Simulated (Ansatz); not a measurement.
Consider the hydrogenolysis of the Si–Si bond: `[SiH3][SiH]1BC1` + H₂ → `B1C[SiH2]1` + SiH₄.

Isolated molecules relaxed with PBE0-D4/def2-TZVP in Ansatz; ΔE leaves out vibrations. CCSD(T)/CBS adds triple-zeta CCSD(T) − MP2 to the extrapolated MP2 energy (def2 sets, frozen cores). This one scheme is used for every species. DFT in def2-TZVPP.

CCSD(T)/CBS gives -8.0 kJ/mol.

**Question.** Another level gave -3.6 kJ/mol. Which?
A. LC-ωPBE/def2-TZVPP
B. SCS-MP2/def2-TZVPP
C. revPBE-D4/def2-TZVPP
D. r2SCAN/def2-TZVPP

**Answer.** D. r2SCAN -3.6, LC-ωPBE -12.3, SCS-MP2/def2-TZVPP -17.4, revPBE-D4 7.8 kJ/mol.

Largest T1 diagnostic among the species: 0.014.

The D4 term adds +10.6 kJ/mol with B3LYP and +6.0 kJ/mol with PBE0; it sums over pairs of atoms, weighted by their polarisabilities, and B3LYP, whose exchange is more repulsive, gets the larger term. At CCSD(T), def2-SVP lies −14.1 kJ/mol from the extrapolated value and def2-TZVPP −3.4 kJ/mol.

B3LYP here is the variant with VWN-RPA as its local correlation; programs differ in this.
